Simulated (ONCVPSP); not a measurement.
## Kr: one change to an ONCV potential, before and after

ONCVPSP 4.0.1 input, shortened (lines: element, Z, core and valence counts, functional; n l f; lmax; l rc ep ncon nbas qcut; lloc lpopt rc5 dvloc0; l nproj debl; icmod fcfact rcfact), PBE, scalar-relativistic:

```
  Kr 36.00    3    5        4      upf
    1    0    2.00
    2    0    2.00
    2    1    6.00
    3    0    2.00
    3    1    6.00
    3    2   10.00
    4    0    2.00
    4    1    6.00
    2
    0    1.00    0.00    5    8   10.90
    1    0.90    0.00    4    7   15.70
    2    0.80    0.00    4    9   22.80
    4    5    0.50   -1.00
    0    2    0.70
    1    2    2.50
    2    3    1.40
    3    2.75    1.35
```

In the d channel the program set the typed energies aside and used -2.991, 0.250, 1.650 Ha.

Change: local potential polynomial inside 0.75 bohr (lpopt 5, dvloc0 4 Ha).

Cutoffs: the cutoffs (Ha) at which the residual kinetic energy of the hardest occupied pseudo-wave falls to 1 and 0.1 mHa per electron; they do not see the model core or the augmentation charge, which bear on the density cutoff. Errors are all-electron minus pseudo energies relative to the spin-unpolarised reference configuration.

Q: Predict the effect on cutoff, ghosts and configuration errors.

A: The potential gets neither clearly harder nor softer (189 Ha and 212 Ha → 189 Ha and 212 Ha); of the 4 tests that both files solve, the error grows in 3 and shrinks in 0 by more than 15 % and 0.3 meV (median size 4.5 → 6.6 meV); neither file shows a bound ghost.

```tsv
quantity	base	changed
cutoff, loose	189 Ha	189 Ha
cutoff, tight	212 Ha	212 Ha
bound ghosts	none	none
GHOST(+) flags under 300 eV	none	none
largest miss of a reference level, eV	0.01	0.06
error for 3s2 3p6 3d10 4s2 4p5, meV [ΔE 14.29 eV]	-0.8	+2.7
error for 3s2 3p6 3d10 4s2 4p4, meV [ΔE 39.46 eV]	-2.9	+5.4
error for 3s2 3p6 3d10 4s2 4p3, meV [ΔE 76.54 eV]	-6.0	+7.8
error for 3s1 3p6 3d10 4s2 4p6, meV [ΔE 276.72 eV]	-495	-501
s: phases at 1.01 bohr within 0.05 rad from the reference energy up to (Ha; the scan ends near 5)	to the end of the scan	to the end of the scan
p: phases at 0.92 bohr within 0.05 rad from the reference energy up to (Ha; the scan ends near 5)	to the end of the scan	to the end of the scan
d: phases at 0.81 bohr within 0.05 rad from the reference energy up to (Ha; the scan ends near 5)	to the end of the scan	to the end of the scan
rms error of d²Exc/dni dnj with the model core, mHa	1.93	1.93
```
